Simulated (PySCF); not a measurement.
# Working out the ionisation energy of Sc

Sc [Ar] 3d1 4s2 (2D) → Sc⁺ [Ar] 3d1 4s1 (3D). Computed with PySCF 2.14 in 6-31G* (5s4p2d1f, 34 functions), with the non-relativistic Hamiltonian (point nucleus). Frozen: [Ar]. Energies in hartree (1 hartree = 27.21139 eV):

```tsv
part	Sc (lower)	Sc⁺ (upper)
UHF	-759.675706	-759.478884
MP2 opposite-spin	-0.019354	0.000000
MP2 same-spin	-0.001341	-0.001384
```

Task: What does Hartree-Fock give?

Result: (-759.478884) − (-759.675706) = 0.196822 hartree = 5.356 eV.

Task: What do MP2 and SCS-MP2 (6/5 opposite-spin, 1/3 same-spin) give?

Result: The opposite-spin parts differ by 0.527 eV and the same-spin parts by -0.001 eV. MP2: 5.356 + (0.527) + (-0.001) = 5.882 eV. SCS-MP2: 5.356 + 1.2 × (0.527) + (-0.001)/3 = 5.988 eV.

Measured between the centres of the two terms (NIST): 6.562 eV, so MP2 (valence) is off by -0.680 eV.

The calculation is non-relativistic.

What remains against the reference includes basis incompleteness, the frozen core and correlation beyond second order.
